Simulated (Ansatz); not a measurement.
CH$_{5}$FSiZn (`C[SiH2][Zn][F]`). Total charge 0; spin multiplicity 1. For Zn the d shell is correlated and the shells below it are frozen. Scalar relativity is left out up to krypton.

```xyz
9

C    -0.987   -0.344    0.929
Si   -0.037    0.681   -0.327
Zn    1.844   -0.423   -1.180
F     3.260   -1.261   -1.818
H    -0.359   -0.594    1.787
H    -1.853    0.215    1.292
H    -1.344   -1.276    0.487
H     0.408    1.960    0.296
H    -0.930    1.042   -1.465
```

Problem. Give the diagnostics of a CCSD(T)/def2-TZVPP run (frozen core, Ansatz). (Best estimate.)

Solution. Ansatz gave: T1 = 0.0151, largest single amplitude 0.027, largest double 0.031, (T) share of the correlation energy 3.1 %, 11 CCSD cycles. The RHF solution is stable towards an unrestricted one. T1 lies under the customary mark of 0.02 for closed shells.
